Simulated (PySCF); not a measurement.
Two-dimensional NMR puzzle

Compound of formula C₈H₁₁BO. Correlations simulated from computed shifts and the bond graph:

HSQC (one-bond C–H):
```csv
δH,δC
7.90,159.8
7.84,157.7
7.22,144.1
6.96,135.7
6.66,126.3
3.76,54.5
1.02,9.1
```

COSY cross peaks (H two or three bonds apart, from the bond graph; peaks can be absent where the dihedral angle is near 90°):
```csv
δH,δH
7.90,7.84
7.90,6.96
7.22,6.96
7.22,6.66
```

HMBC (two and three bonds, from the bond graph):
```csv
δH,δC
7.90,"157.7, 144.1, 135.7"
7.84,"195.8, 159.8, 135.7, 9.1"
7.22,"195.8, 159.8, 135.7, 126.3"
6.96,"159.8, 157.7, 144.1, 126.3"
6.66,"195.8, 144.1, 135.7"
3.76,195.8
1.02,"195.8, 157.7"
```

Carbons without hydrogens: δ 195.8.

[PySCF 2.14.0 with density-fitted response routines: CAM-B3LYP/pcSseg-1 with gauge-including orbitals; PBE0-D3(BJ)/def2-SVP structure; rapidly exchanging positions averaged; non-relativistic Hamiltonian; one computed conformer; in vacuum]

Scale: TMS for ¹H, ¹³C (reference shieldings calculated alike).

Exchangeable hydrogens are left out of these lists.

Work out the connectivity.

## Answers

`C1=C(OC)B(C)C=CC=C1`.

Atom-mapped SMILES (the numbers label the heavy atoms): `[CH3:1][O:2][C:3]1=[CH:4][CH:5]=[CH:6][CH:7]=[CH:8][B:9]1[CH3:10]` (H(Xn): hydrogen on atom n).

- δC 195.8 is C3, an alkene carbon bearing oxygen.
- δC 159.8 is C7, an alkene CH (δH 7.90).
- δC 157.7 is C8, an alkene CH (δH 7.84).
- δC 144.1 is C5, an alkene CH (δH 7.22).
- δC 135.7 is C6, an alkene CH (δH 6.96).
- δC 126.3 is C4, a β carbon of an enol-ether or enamine type C=C (δH 6.66).
- δC 54.5 is C1, a methyl carbon bonded to O (δH 3.76).
- δC 9.1 is C10, a methyl carbon bonded to B (δH 1.02).
- HMBC from δH 7.84 reaches the proton-free carbon C3.
- HMBC from δH 7.22 reaches the proton-free carbon C3.
- HMBC from δH 6.66 reaches the proton-free carbon C3.
- HMBC from δH 3.76 reaches the proton-free carbon C3.
- COSY links 7.90–7.84, 7.90–6.96, 7.22–6.96, 7.22–6.66.

This is the structure that produced the data.

A carbon bonded to boron is broadened by the quadrupolar boron nucleus and is often missing from a measured spectrum. Shifts are as computed, not scaled to solution data. Of 1309 compounds with measured shifts, 239 miss one by over three times the rms of a fit or turn the order of signals round; such compounds aren't used in these exercises.
